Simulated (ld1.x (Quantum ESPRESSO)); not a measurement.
Which change was made? (Ti, ultrasoft)

ld1.x (Quantum ESPRESSO) 7.5 input, shortened:

```
&input
   title='Ti', zed=22., rel=1, dft='BLYP', iswitch=3,
   config='[Ar] 3d2.5 4s1.5 4p0'
 /
 &inputp
   pseudotype=3, tm=.true., lloc=-1, rcloc=1.30,
   nlcc=.false.,
   which_augfun='PSQ', rmatch_augfun_nc=.true.
 /
6
3S  1  0   2.00   0.00  1.35  1.75  0.0
4S  2  0   1.50   0.00  1.35  1.75  0.0
3P  2  1   6.00   0.00  1.50  1.65  0.0
4P  3  1   0.00   0.00  1.50  1.65  0.0
3D  3  2   2.50   0.00  1.65  1.80  0.0
3D  3  2   0.00   0.10  1.65  1.80  0.0
 &test
   configts(1)='3s2 3p6 3d2.5 4s1.5 4p0'
 /
```

Cutoffs, loose and tight: the cutoffs (Ry, on a coarse ladder) from which the occupation-weighted sum of valence levels, in a spherical-Bessel basis at the reference potential, stays within 10 and 1 mRy of its value at 400 Ry. They do not see the model core or the augmentation charge, which bear on the density cutoff. Test errors are all-electron minus pseudo excitation energies from the reference, over the configurations 3s2 3p6 3d2 4s2 4p0; 3s2 3p6 3d2 4s1 4p0; 3s2 3p6 3d2 4s0 4p0; 3s2 3p6 3d1 4s2 4p0; 3s2 3p5 3d2 4s2 4p0; 3s2 3p6 3d0 4s0 4p0; 3s2 3p6 3d3 4s0 4p0; variants that change the core or the reference have their own tests. The largest error is taken over the tests solved by every variant that gives reliable tests at all, those not shown here included: 3s2 3p6 3d2 4s0 4p0; 3s2 3p6 3d2 4s1 4p0; 3s2 3p6 3d2 4s2 4p0.

The base gives: outcome: generated, overlap not positive; bound ghosts: not determined (overlap not positive); largest test error (meV): -1.6.

(1) After one change the result is: outcome: generated, overlap not positive; bound ghosts: not determined (overlap not positive); largest test error (meV): -49. Which change was it?
A. all radii scaled by about 0.91 (s 1.60, p 1.50, d 1.64 bohr, rcut 1.24/1.36/1.50); local potential all-electron potential smoothed inside 1.18 bohr (lloc = -1)
B. all radii scaled by about 0.76 (s 1.32, p 1.26, d 1.36 bohr, rcut 1.02/1.14/1.26); local potential all-electron potential smoothed inside 0.98 bohr (lloc = -1)
C. all radii scaled by about 1.09 (s 1.90, p 1.80, d 1.96 bohr, rcut 1.46/1.62/1.80); local potential all-electron potential smoothed inside 1.42 bohr (lloc = -1)

Results:

(1) C. The others give: all radii scaled by about 0.91 (s 1.60, p 1.50, d 1.64 bohr, rcut 1.24/1.36/1.50); local potential all-electron potential smoothed inside 1.18 bohr (lloc = -1) → outcome: generated; cutoff, loose: 40 Ry; cutoff, tight: 70 Ry; bound ghosts: none; largest test error (meV): -4.9 | all radii scaled by about 0.76 (s 1.32, p 1.26, d 1.36 bohr, rcut 1.02/1.14/1.26); local potential all-electron potential smoothed inside 0.98 bohr (lloc = -1) → outcome: generated; cutoff, loose: 50 Ry; cutoff, tight: 90 Ry; bound ghosts: none; largest test error (meV): +2.6. A file whose overlap is not positive is unfit for use, and its test errors describe a broken file.
